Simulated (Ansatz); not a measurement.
Two structures of AlH$_{3}$SOF$_{2}$, singlet, reached by relaxing down either side of one saddle point (PBE0-D4/def2-TZVP). Energies are electronic, without zero-point energy. Ansatz 0.2.0; basis: def2-TZVPP and def2-QZVPP; cores frozen in the correlated methods. Extrapolation: Hartree–Fock as exp(−7.88 √X), correlation as X^−2.97. First:

```tsv
atom	x (Å)	y (Å)	z (Å)
Al1	-0.1599	0.7216	-0.3676
O2	1.4460	0.6785	-0.9112
F3	-1.4134	0.6430	-1.4464
F4	-0.4519	1.5286	1.0477
H5	0.5936	-1.3306	1.5208
S6	-0.3362	-1.5663	0.5781
H7	1.6739	0.6111	-1.8359
H8	-1.3519	-1.2860	1.4146
```

Second:

```xyz
8
angstrom
Al -0.6313 0.3932 -0.1004
O 1.2863 0.2294 -0.4469
F -1.0440 0.5555 -1.6989
F -0.7319 1.7278 0.8633
H 1.5902 -0.6401 -0.1523
S -1.0142 -1.5590 0.8418
H 1.4963 0.3275 -1.3845
H -0.9512 -1.0344 2.0780
```

Problem. Which bonds change from the first to the second?

Solution. AlHOF₂ ([OH][Al]([F])[F]) + H₂S → AlHSF₂ ([F][Al]([F])[SH]) + H₂O (still joined by a long Al–O bond); bonds formed: O2–H5; dative contacts that become bonds: Al1–S6; bonds broken: H5–S6; bonds weakened to dative contacts: Al1–O2.

Problem. Give the saddle point's structure and its height above each. (An estimate is asked for; the value comes from the calculation.)

Solution. The calculation gives: 0.503 eV above the first and 0.732 eV above the second (CCSD(T) at an estimated basis limit (MP2 extrapolated from triple and quadruple zeta, plus CCSD(T) − MP2 in triple zeta)).
```
8
angstrom
Al -0.5203 0.6321 -0.2954
O 1.2204 0.2203 -0.3564
F -1.2274 0.6442 -1.7831
F -0.9208 1.7852 0.8072
H 0.7263 -0.9391 0.1608
S -0.6141 -1.5252 0.6916
H 1.7536 0.2208 -1.1544
H -0.4174 -1.0384 1.9299
```

T1 diagnostic: at most 0.013.

Labels in which every atom is bracketed show which atoms are joined, not bond orders.

For scale, one of the runs: CCSD(T)/def2-TZVPP, 219 basis functions (an equivalent command: `ansatz run in.yaml --threads 4`). Hardware: 4 CPU threads, shared host. Wall time 89 s; peak host memory 3.4 GiB.
